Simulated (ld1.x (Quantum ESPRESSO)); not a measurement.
## What one change does to a pseudopotential (beryllium, TM)

```
Element                 : beryllium (Be)
Generator               : ld1.x (Quantum ESPRESSO) 7.5
Type                    : norm-conserving Troullier–Martins (Kleinman–Bylander form)
Functional              : LDA (PZ)
Relativity              : scalar-relativistic
Frozen core             : [He]
Valence charge          : 2
Reference configuration : 2s2 2p0
Partial waves           : 2s (bound): rc 2.05 bohr; 2p (bound, empty): rc 4.20 bohr; 3d channel at 0.05 Ry: rc 3.90 bohr
Local potential         : all-electron potential smoothed inside 2.45 bohr (lloc = -1)
Core correction         : none
```

Change: core correction a·sin(br)/r model core inside 1.60 bohr.

Cutoffs: the cutoffs (Ry, on a coarse ladder) from which the occupation-weighted sum of valence levels, in a spherical-Bessel basis at the reference potential, stays within 10 and 1 mRy of its value at 400 Ry; they do not see the model core or the augmentation charge, which bear on the density cutoff. Errors are all-electron minus pseudo energies relative to the spin-unpolarised reference configuration.

How do hardness, ghosts and transferability respond?

The potential gets neither clearly harder nor softer (8 Ry and 21 Ry → 8 Ry and 21 Ry); of the 7 tests that both files solve, the error grows in 0 and shrinks in 4 by more than 15 % and 0.3 meV (median size 18.5 → 17.7 meV); neither file shows a bound ghost. Exchange and correlation are not linear in the density, so unscreening with the valence charge alone errs where core and valence overlap; a model core restores that term. A model core, the more so a compact one, raises the density cutoff, which this test does not measure.

```tsv
quantity	base	changed
cutoff, loose	8 Ry	8 Ry
cutoff, tight	21 Ry	21 Ry
bound ghosts	none	none
error for 2s1 2p0, meV [ΔE 9.52 eV]	+19	+14
error for 2s1.5 2p0, meV [ΔE 3.75 eV]	+2.8	+2.2
error for 2s1 2p1, meV [ΔE 3.52 eV]	-17	-18
error for 2s0 2p2, meV [ΔE 7.07 eV]	-64	-69
error for 2s0 2p1, meV [ΔE 13.33 eV]	-150	-162
error for 2s1 2p0 (spin-polarised), meV [ΔE 9.04 eV]	+71	+44
error for 2s1.5 2p0 (spin-polarised), meV [ΔE 3.67 eV]	+8.7	+6.5
s: phases at 4.57 bohr within 0.05 rad from the reference energy up to (Ry; the scan ends near 5)	2.3	2.3
p: phases at 4.57 bohr within 0.05 rad from the reference energy up to (Ry; the scan ends near 5)	0.4	0.4
d: phases at 4.57 bohr within 0.05 rad from the reference energy up to (Ry; the scan ends near 5)	1.7	1.7
```
